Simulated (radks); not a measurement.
Values are calculated unless marked as measured or tabulated.
How relativity changes the ionisation of the thallium ion Tl+ ([Hg]) to Tl2+ ([Xe] 4f14 5d10 6s1). Spin-unpolarised spherical Kohn-Sham, PBE, point nucleus unless stated (finite: rms radius 5.4759 fm), a radial shooting solver on a logarithmic mesh with Libxc functionals. A level marked "c x" has the speed of light scaled by that factor.

non-rel.: E(Tl+) (hartree) -18965.3590; E(Tl2+) (hartree) -18964.7034; IE (eV) 17.839; HOMO 6s; <r> HOMO (bohr) 2.690
scalar-rel.: E(Tl+) (hartree) -20245.7559; E(Tl2+) (hartree) -20244.9923; IE (eV) 20.780; HOMO 6s; <r> HOMO (bohr) 2.388
scalar-rel., finite nucleus: E(Tl+) (hartree) -20240.5032; E(Tl2+) (hartree) -20239.7400; IE (eV) 20.769; HOMO 6s; <r> HOMO (bohr) 2.389
Dirac: E(Tl+) (hartree) -20288.6656; E(Tl2+) (hartree) -20287.9018; IE (eV) 20.786; HOMO 6s1/2; <r> HOMO (bohr) 2.389
Dirac, finite nucleus: E(Tl+) (hartree) -20283.3473; E(Tl2+) (hartree) -20282.5838; IE (eV) 20.775; HOMO 6s1/2; <r> HOMO (bohr) 2.390
Dirac, c x 1.25: E(Tl+) (hartree) -19751.0856; E(Tl2+) (hartree) -19750.3687; IE (eV) 19.508; HOMO 6s1/2; <r> HOMO (bohr) 2.506
Dirac, c x 2: E(Tl+) (hartree) -19251.0957; E(Tl2+) (hartree) -19250.4188; IE (eV) 18.419; HOMO 6s1/2; <r> HOMO (bohr) 2.622
Dirac, c x 10: E(Tl+) (hartree) -18976.3397; E(Tl2+) (hartree) -18975.6834; IE (eV) 17.861; HOMO 6s1/2; <r> HOMO (bohr) 2.688

NIST Atomic Spectra Database: 20.428 eV (measured). The relativistic part of the total energy of Tl+ is -1318 hartree (Dirac, finite nucleus), 6.9 % of the non-relativistic value. Spin polarisation and multiplet splitting of open shells are left out at every level.

Beside tabulated values, note that relativity, absent from the non-relativistic runs, is large for the heavy elements, and spin-unpolarised runs miss the spin-polarisation part of the exchange energy of open shells, and scalar-relativistic runs lack spin-orbit coupling.
